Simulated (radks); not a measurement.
The numbers below are computed, except where a source is named.
Valence configurations of Ba I (all share [Xe]). Code: a radial shooting solver on a logarithmic mesh with Libxc functionals. Model: scalar-relativistic Kohn-Sham, r2SCAN, spin-polarised, spherical densities, finite nucleus; open shells are filled with parallel spins first (spin-orbit coupling, left out, can overturn this in heavy ions); meta-GGA in the generalised Kohn-Sham scheme; Fermi nuclear charge, rms radius 4.8378 fm. Energies are relative to 6s2; eigenvalues in eV for spin up.

| valence | E (eV) | moment (Bohr magnetons) | e(4f) | e(5d) | e(6p) | e(6s) |
|---|---|---|---|---|---|---|
| 6s2 | 0.000 | 0 | - | - | - | -3.267 |
| 5d1 6s1 | 0.805 | 2 | - | -1.513 | - | -3.230 |
| 6s1 6p1 | 1.352 | 2 | - | - | -1.996 | -4.186 |
| 5d2 | 2.407 | 2 | - | -1.078 | - | - |
| 4f1 6p1 | 6.176 | 2 | -0.290 | - | -2.975 | - |
| 4f2 | 8.718 | 2 | -0.475 | - | - | - |

NIST lists [Xe] 6s2 as the ground configuration; this level of theory agrees among the configurations tried. The energies are those of spherical high-spin densities, not of single terms. No valid solution was reached for [Xe] 4f1 6s1; [Xe] 4f0.5 6s1.5.
